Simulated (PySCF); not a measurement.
Coordinates in bohr (charge 0 multiplicity 1):
```
Rh    0.0000    0.0000    0.0524
H     2.1754    0.0000   -1.7822
H    -1.0877    1.8840   -1.7822
H    -1.0877   -1.8839   -1.7822
```

Computed with PBE0 in PySCF with Rh x2c-TZVPall, H x2c-TZVPall; spin-free X2C, no spin–orbit coupling; density-fitted integrals.

This geometry of RhH₃ is a stationary point at this level.

(1) What is the point group?

(2) Is it a minimum?

(3) What are the dipole moment and the gap between the highest occupied and lowest empty levels?

(4) Give the ideal-gas entropy at 298.15 K and 1 bar by parts.

Results:

(1) C3v.

(2) Yes: all harmonic wavenumbers are real.

(3) 2.48 D and 5.63 eV.

(4) translation 167.0, rotation 58.2, vibration 3.2, spin 0.0; total 228.3 J/(mol K).

Other isomers or separated fragments may lie lower.
